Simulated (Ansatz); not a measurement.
Consider the ligand exchange at a W–F bond: `[NH2][W](=[O])([F])=[S]` + NH₃ → `[NH2][W]([NH2])(=[O])=[S]` + H–F.

Calculated with Ansatz (gas phase, PBE0-D4/def2-TZVP geometries, no zero-point term in ΔE). CBS: MP2 limit from def2 TZ/QZ plus the TZ coupled-cluster correction, frozen cores. This one scheme is used for every species. DFT in def2-TZVPP. B3LYP here is the variant with VWN-RPA as its local correlation; programs differ in this. HSE06 is defined as in plane-wave codes. def2 core potentials past Kr. For W outer-core shells are correlated without core-valence functions, which leaves a few kJ/mol of doubt a bond. Each species was taken in one conformer, which may not be the lowest.

| level | ΔE (kcal/mol) | difference from CCSD(T)/CBS |
| --- | --- | --- |
| LDA (SPW92) | 12.7 | 1.2 |
| revPBE-D4 | 14.1 | 2.6 |
| r2SCAN0-D4 | 13.9 | 2.4 |
| B3LYP | 16.0 | 4.5 |
| HSE06 | 13.9 | 2.4 |
| BHLYP | 15.0 | 3.5 |
| LC-ωPBE | 15.2 | 3.7 |
| HF/def2-SVP | 14.7 | 3.2 |
| HF/def2-TZVPP | 15.0 | 3.5 |
| MP2/def2-TZVPP | 10.8 | -0.7 |
| CCSD(T)/CBS | 11.5 | 0 |

Largest T1 diagnostic among the species: 0.022, so the coupled-cluster value is less sure than usual.

The D4 term adds −1.7 kcal/mol with B3LYP and −1.0 kcal/mol with PBE0; it sums over pairs of atoms, weighted by their polarisabilities, and B3LYP, whose exchange is more repulsive, gets the larger term. From r2SCAN to r2SCAN0 (25 % exact exchange), in def2-TZVPP and without D4, ΔE moves by −1.8 kcal/mol. At CCSD(T), def2-SVP lies +2.4 kcal/mol from the extrapolated value and def2-TZVPP +0.5 kcal/mol.
